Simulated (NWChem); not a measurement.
**Atomisation of C$_{3}$H$_{5}$FSi**

```xyz
10

C      1.5096     1.1020    -1.7963
C      0.8599     0.6787    -0.8576
Si    -0.0959     0.0186     0.5638
C     -0.0734    -1.8456     0.5729
F     -1.6387     0.5274     0.4079
H      2.0811     1.4796    -2.6253
H      0.4310     0.6044     1.8226
H     -0.4829    -2.2446    -0.3685
H      0.9581    -2.2180     0.6835
H     -0.6731    -2.2396     1.4091
```
Charge 0, spin multiplicity 1.

The numbers come from NWChem runs, not from measurements. Structure: optimised with B3LYP/def2-SVP, a minimum by its harmonic frequencies. It is one conformer; others weren't searched.

Basis set: def2-TZVP. The atomisation energy is electronic alone: no zero-point, thermal, spin-orbit or counterpoise terms. No value is extrapolated to the basis-set limit. Free atoms are single determinants with multiplicities C 3, Si 3, F 2, H 2. Correlated methods freeze the same cores in atoms and molecule, 9 orbitals in all.

Relative cost: rough, from shared machines, SCF included, BHandHLYP = 1. Costs are the molecule's.

B3LYP has NWChem's definition, with VWN1-RPA local correlation. The structure started from a generated list of species. The stability of the SCF solutions was not checked. Open-shell Hartree-Fock references start from PBE0 orbitals; any time given for them includes that run.

| method | atomisation energy (kcal/mol) | relative cost |
|---|---|---|
| B3LYP | 977.2 | under 3 |
| HF | (withheld) | under 3 |
| TPSS | 988.8 | under 3 |
| PBE | (withheld) | under 3 |
| MP2 | 976.9 | under 3 |
| r2SCAN | 986.6 | under 3 |
| BHandHLYP | (withheld) | 1 |
| PBE0 | (withheld) | under 3 |

Problem. Some entries are withheld; supply them.

Solution. 
- HF, atomisation energy (kcal/mol): 738.2
- PBE, atomisation energy (kcal/mol): 999.5
- BHandHLYP, atomisation energy (kcal/mol): 950.9
- PBE0, atomisation energy (kcal/mol): 981.8
